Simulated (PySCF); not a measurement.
SMILES [CH2]OCCOC, doublet, GFN2-xTB optimised geometry.

```
15

C     -2.39     0.31     1.76
O     -1.08     0.57     1.49
C     -0.74     0.67     0.13
C      0.78     0.78     0.00
O      1.33    -0.51     0.00
C      2.73    -0.51     0.00
H     -3.13     0.46     0.99
H     -2.64     0.37     2.80
H     -1.22     1.56    -0.31
H     -1.08    -0.22    -0.42
H      1.16     1.37     0.85
H      1.03     1.30    -0.94
H      3.13    -0.01    -0.89
H      3.04    -1.56    -0.01
H      3.13    -0.02     0.89
```

Density from unrestricted B3LYP/def2-TZVP run with PySCF at that geometry.

Minimum of the electron density along straight lines between bonded atoms, close to the bond critical point (lines longer than 1.1 times the sum of covalent radii, or with two minima, are not listed):

| bond | length / Å | ρ at the minimum / e bohr⁻³ | ∇²ρ there / e bohr⁻⁵ | position (fraction from the first atom) |
|---|---|---|---|---|
| C1–O2 | 1.361 | 0.286 | (withheld) | 0.34 |
| O2–C3 | 1.406 | 0.264 | -0.57 | 0.65 |
| C3–C4 | 1.525 | 0.259 | (withheld) | 0.50 |
| C4–O5 | 1.406 | 0.270 | -0.64 | 0.36 |
| O5–C6 | 1.403 | 0.269 | -0.61 | 0.64 |
| C1–H7 | 1.075 | 0.291 | -1.04 | 0.65 |
| C1–H8 | 1.071 | 0.296 | -1.08 | 0.65 |
| C3–H9 | 1.101 | 0.281 | -0.98 | 0.64 |
| C3–H10 | 1.098 | 0.284 | -1.00 | 0.65 |
| C4–H11 | 1.100 | 0.282 | -0.99 | 0.65 |
| C4–H12 | 1.102 | 0.280 | -0.97 | 0.64 |
| C6–H13 | 1.098 | 0.281 | -0.98 | 0.64 |
| C6–H14 | 1.088 | 0.289 | -1.04 | 0.65 |
| C6–H15 | 1.097 | 0.282 | -0.98 | 0.64 |

Problem. Fill in the missing entries.

Solution. 
- C1–O2, ∇²ρ there / e bohr⁻⁵: -0.38
- C3–C4, ∇²ρ there / e bohr⁻⁵: -0.69
